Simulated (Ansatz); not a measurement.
C3H6BNO, relaxed with RKS PBE-D4/def2-SVP in the Gaussian-basis code of Ansatz from a rough embedded geometry. The force threshold is 0.03 eV/Å; the program also tests the step.

Charge 0, multiplicity 1. The bonds changed during the relaxation, so this is another structure than the one it started from.

Start:

```xyz
12

C    -0.240   -1.793    1.011
C    -0.449   -1.020   -0.127
C    -0.017    0.409   -0.167
N     1.397    0.763   -0.020
B    -0.972    1.526   -0.723
O    -0.764    1.206    0.718
H     0.211   -1.373    1.861
H    -0.556   -2.792    0.946
H    -0.953   -1.445   -1.009
H     1.544    1.721    0.105
H     1.791    0.473   -1.011
H    -0.992    2.326   -1.583
```

Task: By how much does the energy fall, and how many steps does the optimiser take? (An estimate is asked.)

Result: The calculation gave: 210.20 kJ/mol, in 20 steps, 3 of them rejected.

Task: Which bonds change most? (Best estimate.)

Result: The calculation gave: B5–O6 from 1.490 to 1.292 Å; C3–N4 from 1.465 to 1.333 Å; N4–H11 from 1.106 to 1.027 Å; C1–H7 from 1.051 to 1.103 Å.

Task: Give the relaxed structure. (Best estimate.)

Result: Ansatz gave: 
```xyz
12

C     0.141   -1.936    0.483
C    -0.576   -0.825    0.186
C     0.011    0.434   -0.255
N     1.240    0.735    0.163
B    -0.924    1.573   -0.897
O    -1.598    1.797    0.183
H     1.241   -1.960    0.417
H    -0.358   -2.879    0.753
H    -1.676   -0.848    0.202
H     1.725    1.560   -0.194
H     1.664    0.264    0.971
H    -0.890    2.084   -2.012
```
